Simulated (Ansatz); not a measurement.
Basis-set extrapolation for `CN([Si](N)(O)O)[Si](N)(F)F` (PBE0-D4/def2-TZVP geometry, frozen core, Ansatz). Multiplicity 1, RHF reference.

```tsv
	def2-TZVPP	def2-QZVPP
HF	-1133.612321	-1133.658832
MP2 correlation	-2.013421	-2.178183
CCSD(T) correlation	-2.125517	not run
```

Energies in hartree. Use E(X) = E(∞) + A·exp(−7.88·√X) for Hartree–Fock and E(X) = E(∞) + B·X^(−2.97) for correlation, with X = 3 and 4, and add CCSD(T) minus MP2 of the smaller set to the MP2 limit.

What is the CCSD(T) energy at the basis-set limit?

HF limit: -1133.658832 + (-0.046511) × 0.13774 = -1133.66524. MP2 limit: -2.178183 + (-0.164762) × 0.74074 = -2.30023. Higher-order term: -2.125517 − (-2.013421) = -0.11210. Total: -1136.07757 hartree, 9.24 eV below CCSD(T)/def2-TZVPP.
